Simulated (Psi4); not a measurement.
C₄H₅ (SMILES [C]1=CCC1), doublet, at a GFN2-xTB geometry; CAM-B3LYP/cc-pVDZ in Psi4.

The Psi4 input:
```
memory 2 GB

molecule {
0 2
  C    -0.02205061   -0.68473402    0.84115130
  C    -0.00826608    0.63490979    0.88350398
  C     0.00201276   -0.84177276   -0.65304234
  C     0.01874293    0.70825289   -0.63453241
  H    -0.01290424    1.39550575    1.63691836
  H    -0.88690102   -1.29361008   -1.08611356
  H     0.89519009   -1.31321238   -1.05535354
  H     0.92842902    1.14581919   -1.04347686
  H    -0.86644785    1.16556213   -1.07445758
}

set basis cc-pvdz
set reference uks
set damping_percentage 50

energy('cam-b3lyp')
print_variables()
```

What the program printed (banner, timings and long lists left out):

```
   => Loading Basis Set <=

    Name: CC-PVDZ
    Role: ORBITAL
    Keyword: BASIS

         ---------------------------------------------------------
                                   SCF
               by Justin Turney, Rob Parrish, Andy Simmonett
                          and Daniel G. A. Smith
                              UKS Reference
         ---------------------------------------------------------

  ==> Geometry <==

    Molecular point group: c1
    Full point group: C1

    Geometry (in Angstrom), charge = 0, multiplicity = 2:

       Center              X                  Y                   Z               Mass
    ------------   -----------------  -----------------  -----------------  -----------------
         C           -0.020977494464    -0.664155691348     0.792093888953    12.000000000000
         C           -0.007192964464     0.655488118652     0.834446568953    12.000000000000
         C            0.003085875536    -0.821194431348    -0.702099751047    12.000000000000
         C            0.019816045536     0.728831218652    -0.683589821047    12.000000000000
         H           -0.011831124464     1.416084078652     1.587860948953     1.007825032230
         H           -0.885827904464    -1.273031751348    -1.135170971047     1.007825032230
         H            0.896263205536    -1.292634051348    -1.104410951047     1.007825032230
         H            0.929502135536     1.166397518652    -1.092534271047     1.007825032230
         H           -0.865374734464     1.186140458652    -1.123514991047     1.007825032230

  Running in c1 symmetry.

  Rotational constants: A =      0.50491  B =      0.41047  C =      0.24788 [cm^-1]
  Rotational constants: A =  15136.80520  B =  12305.55709  C =   7431.34421 [MHz]
  Nuclear repulsion =  106.576406921068823

  Charge       = 0
  Multiplicity = 2
  Electrons    = 29
  Nalpha       = 15
  Nbeta        = 14

  ==> Algorithm <==

  SCF Algorithm Type is DF.
  DIIS enabled.
  MOM disabled.
  Fractional occupation disabled.
  Guess Type is SAD.
  Energy threshold   = 1.00e-06
  Density threshold  = 1.00e-06
  Integral threshold = 1.00e-12

  ==> Primary Basis <==

  Basis Set: CC-PVDZ
    Blend: CC-PVDZ
    Number of shells: 39
    Number of basis functions: 81
    Number of Cartesian functions: 85
    Spherical Harmonics?: true
    Max angular momentum: 2

  ==> DFT Potential <==

   => LibXC <=

    Version 7.1.2
    S. Lehtola, C. Steigemann, M. J. T. Oliveira, and M. A. L. Marques,  SoftwareX 7, 1–5 (2018) (10.1016/j.softx.2017.11.002)

   => Composite Functional: CAM-B3LYP <=

    CAM-B3LYP Hyb-GGA Exchange-Correlation Functional

    T. Yanai, D. P. Tew, and N. C. Handy,  Chem. Phys. Lett. 393, 51 (2004) (10.1016/j.cplett.2004.06.011)

    Deriv               =              1
    GGA                 =           TRUE
    Meta                =          FALSE

    Exchange Hybrid     =           TRUE
    MP2 Hybrid          =          FALSE

   => Exchange Functionals <=

    0.3500         Becke 88 [omega = 0.3300]
    0.4600   Short-range recipe for B88 functional - erf [omega = 0.3300]

   => Exact (HF) Exchange <=

    0.4600            HF,LR [omega = 0.3300]
    0.1900               HF

   => Correlation Functionals <=

    0.1900   Vosko, Wilk & Nusair (VWN5)
    0.8100   Lee, Yang & Parr

   => LibXC Density Thresholds  <==

    XC_HYB_GGA_XC_CAM_B3LYP:  1.00E-14

   => Molecular Quadrature <=

    Radial Scheme          =       TREUTLER
    Pruning Scheme         =           NONE
    Nuclear Scheme         =       TREUTLER

    Blocking Scheme        =         OCTREE
    BS radius alpha        =              1
    Pruning alpha          =              1
    Radial Points          =             75
    Spherical Points       =            302
    Total Points           =         192263
    Total Blocks           =           1491
    Max Points             =            256
    Max Functions          =             81
    Weights Tolerance      =       1.00E-15

   => Loading Basis Set <=

    Name: (CC-PVDZ AUX)
    Role: JKFIT
    Keyword: DF_BASIS_SCF

  ==> Integral Setup <==

  SCF_SUBTYPE=INCORE selected. In-core MEM_DF algorithm will be used.
  Using in-core AOs.

  ==> MemDFJK: Density-Fitted J/K Matrices <==

    J tasked:                   Yes
    K tasked:                   Yes
    wK tasked:                  Yes
    Omega:                3.300E-01
    Algorithm:                 Core
    Schwarz Cutoff:           1E-12
    Mask sparsity (%):       0.0000
    Fitting Condition:        1E-10

   => Auxiliary Basis Set <=

  Basis Set: (CC-PVDZ AUX)
    Blend: CC-PVDZ-JKFIT
    Number of shells: 141
    Number of basis functions: 395
    Number of Cartesian functions: 449
    Spherical Harmonics?: true
    Max angular momentum: 3

  Minimum eigenvalue in the overlap matrix is 1.3294332210E-03.
  Reciprocal condition number of the overlap matrix is 2.2154278954E-04.
    Using symmetric orthogonalization.

  ==> Pre-Iterations <==

  SCF Guess: Superposition of Atomic Densities via on-the-fly atomic UHF (no occupation information).

   -------------------------
    Irrep   Nso     Nmo
   -------------------------
     A         81      81
   -------------------------
    Total      81      81
   -------------------------

  ==> Iterations <==

                           Total Energy        Delta E     RMS |[F,P]|

   @DF-UKS iter SAD:  -154.81934564556477   -1.54819e+02   0.00000e+00
   @DF-UKS iter   1:  -155.00783358339424   -1.88488e-01   7.03307e-03 ADIIS/DIIS
   @DF-UKS iter   2:  -155.04980193471857   -4.19684e-02   6.51743e-03 ADIIS/DIIS/DAMP=50%
   @DF-UKS iter   3:  -153.95872721615703    1.09107e+00   1.35512e-03 ADIIS/DIIS/DAMP=50%
   @DF-UKS iter   4:  -154.83328134263758   -8.74554e-01   2.04344e-03 ADIIS/DIIS/DAMP=50%
   @DF-UKS iter   5:  -155.00303691335822   -1.69756e-01   1.59429e-03 ADIIS/DIIS/DAMP=50%
[...]
   @DF-UKS iter  48:  -155.19527240403067    4.36614e-06   1.10254e-05 DIIS/DAMP=50%
   @DF-UKS iter  49:  -155.19528815539337   -1.57514e-05   1.16557e-05 DIIS/DAMP=50%
   @DF-UKS iter  50:  -155.19523590923234    5.22462e-05   1.14014e-05 DIIS/DAMP=50%
   @DF-UKS iter  51:  -155.19526469980548   -2.87906e-05   1.18631e-05 DIIS/DAMP=50%
   @DF-UKS iter  52:  -155.19525557227433    9.12753e-06   1.15804e-05 DIIS/DAMP=50%
   @DF-UKS iter  53:  -155.19524840162816    7.17065e-06   1.23628e-05 DIIS/DAMP=50%
   @DF-UKS iter  54:  -155.19522240433949    2.59973e-05   1.24607e-05 DIIS/DAMP=50%
   @DF-UKS iter  55:  -155.19524958435090   -2.71800e-05   1.33500e-05 DIIS/DAMP=50%
   @DF-UKS iter  56:  -155.19527498025394   -2.53959e-05   1.35228e-05 DIIS/DAMP=50%
   @DF-UKS iter  57:  -155.19529935330860   -2.43731e-05   1.31379e-05 DIIS/DAMP=50%
   @DF-UKS iter  58:  -155.19531091085904   -1.15576e-05   1.41539e-05 DIIS/DAMP=50%
   @DF-UKS iter  59:  -155.19531232368155   -1.41282e-06   1.27910e-05 DIIS/DAMP=50%
   @DF-UKS iter  60:  -155.19530405467663    8.26900e-06   1.12480e-05 DIIS/DAMP=50%
   @DF-UKS iter  61:  -155.19528382966544    2.02250e-05   9.24507e-06 DIIS/DAMP=50%
   @DF-UKS iter  62:  -155.19525915963035    2.46700e-05   1.38983e-05 DIIS/DAMP=50%
   @DF-UKS iter  63:  -155.19525495059065    4.20904e-06   1.63454e-05 DIIS/DAMP=50%
   @DF-UKS iter  64:  -155.19526135775865   -6.40717e-06   1.68244e-05 DIIS/DAMP=50%
   @DF-UKS iter  65:  -155.19526314118468   -1.78343e-06   1.78597e-05 DIIS/DAMP=50%
   @DF-UKS iter  66:  -155.19525996083684    3.18035e-06   2.00624e-05 DIIS/DAMP=50%
   @DF-UKS iter  67:  -155.19527504682497   -1.50860e-05   1.89713e-05 DIIS/DAMP=50%
   @DF-UKS iter  68:  -155.19527067951685    4.36731e-06   2.09241e-05 DIIS/DAMP=50%
   @DF-UKS iter  69:  -155.19528717790922   -1.64984e-05   2.18426e-05 DIIS/DAMP=50%
   @DF-UKS iter  70:  -155.19518558246975    1.01595e-04   3.14627e-05 DIIS/DAMP=50%
   @DF-UKS iter  71:  -155.19520902921457   -2.34467e-05   2.84123e-05 DIIS/DAMP=50%
   @DF-UKS iter  72:  -155.19534142546115   -1.32396e-04   1.69210e-05 DIIS/DAMP=50%
   @DF-UKS iter  73:  -155.19522122953927    1.20196e-04   2.84077e-05 DIIS/DAMP=50%
   @DF-UKS iter  74:  -155.19524962570327   -2.83962e-05   2.62331e-05 DIIS/DAMP=50%
   @DF-UKS iter  75:  -155.19524451569930    5.11000e-06   2.56924e-05 DIIS/DAMP=50%
   @DF-UKS iter  76:  -155.19524397074844    5.44951e-07   2.59283e-05 DIIS/DAMP=50%
   @DF-UKS iter  77:  -155.19521200363721    3.19671e-05   3.13634e-05 DIIS/DAMP=50%
   @DF-UKS iter  78:  -155.19523424986079   -2.22462e-05   2.75585e-05 DIIS/DAMP=50%
   @DF-UKS iter  79:  -155.19531864036117   -8.43905e-05   1.89016e-05 DIIS/DAMP=50%
   @DF-UKS iter  80:  -155.19526071306356    5.79273e-05   2.69499e-05 DIIS/DAMP=50%
   @DF-UKS iter  81:  -155.19527396669358   -1.32536e-05   2.79215e-05 DIIS/DAMP=50%
   @DF-UKS iter  82:  -155.19525509348813    1.88732e-05   3.07057e-05 DIIS/DAMP=50%
   @DF-UKS iter  83:  -155.19523859843508    1.64951e-05   3.34717e-05 DIIS/DAMP=50%
   @DF-UKS iter  84:  -155.19516897267775    6.96258e-05   3.97596e-05 DIIS/DAMP=50%
   @DF-UKS iter  85:  -155.19523888030437   -6.99076e-05   3.17111e-05 DIIS/DAMP=50%
   @DF-UKS iter  86:  -155.19521546893930    2.34114e-05   3.40784e-05 DIIS/DAMP=50%
   @DF-UKS iter  87:  -155.19520296441610    1.25045e-05   3.45853e-05 DIIS/DAMP=50%
   @DF-UKS iter  88:  -155.19517502892973    2.79355e-05   3.58234e-05 DIIS/DAMP=50%
   @DF-UKS iter  89:  -155.19520884412862   -3.38152e-05   3.15514e-05 DIIS/DAMP=50%
   @DF-UKS iter  90:  -155.19526107788516   -5.22338e-05   2.65856e-05 DIIS/DAMP=50%
   @DF-UKS iter  91:  -155.19529115100050   -3.00731e-05   2.42694e-05 DIIS/DAMP=50%
   @DF-UKS iter  92:  -155.19525414918067    3.70018e-05   3.00218e-05 DIIS/DAMP=50%
   @DF-UKS iter  93:  -155.19521837472598    3.57745e-05   3.47507e-05 DIIS/DAMP=50%
   @DF-UKS iter  94:  -155.19520285371283    1.55210e-05   3.62765e-05 DIIS/DAMP=50%
   @DF-UKS iter  95:  -155.19520994325995   -7.08955e-06   3.46611e-05 DIIS/DAMP=50%
   @DF-UKS iter  96:  -155.19523369709975   -2.37538e-05   3.18932e-05 DIIS/DAMP=50%
   @DF-UKS iter  97:  -155.19528145906443   -4.77620e-05   2.68722e-05 DIIS/DAMP=50%
   @DF-UKS iter  98:  -155.19521300564205    6.84534e-05   3.67660e-05 DIIS/DAMP=50%
   @DF-UKS iter  99:  -155.19516856631051    4.44393e-05   4.07340e-05 DIIS/DAMP=50%
   @DF-UKS iter 100:  -155.19517302831434   -4.46200e-06   3.88094e-05 DIIS/DAMP=50%

PsiException: Could not converge SCF iterations in 100 iterations.

  Failed to converge.

Traceback (most recent call last):
  File "psi4", line 375, in <module>
  File "<string>", line 31, in <module>
  File "site-packages/psi4/driver/driver.py", line 533, in energy
  File "site-packages/psi4/driver/procrouting/proc.py", line 2760, in run_scf
  File "site-packages/psi4/driver/procrouting/proc.py", line 2047, in scf_helper
  File "site-packages/psi4/driver/procrouting/scf_proc/scf_iterator.py", line 93, in scf_compute_energy
  File "site-packages/psi4/driver/procrouting/scf_proc/scf_iterator.py", line 86, in scf_compute_energy
  File "site-packages/psi4/driver/procrouting/scf_proc/scf_iterator.py", line 609, in scf_iterate

psi4.driver.p4util.exceptions.SCFConvergenceError: Could not converge SCF iterations in 100 iterations.

Printing out the relevant lines from the Psithon --> Python processed input file:
    """)
    core.IO.set_default_namespace("")
    core.set_global_option("BASIS", "cc-pvdz")
    core.set_global_option("REFERENCE", "uks")
    core.set_global_option("DAMPING_PERCENTAGE", 50)
--> energy('cam-b3lyp')
    print_variables()

!-------------------------------------------------------!
!                                                       !
!  Could not converge SCF iterations in 100 iterations. !
!                                                       !
!-------------------------------------------------------!
```

The run did not converge; its last values are not results.
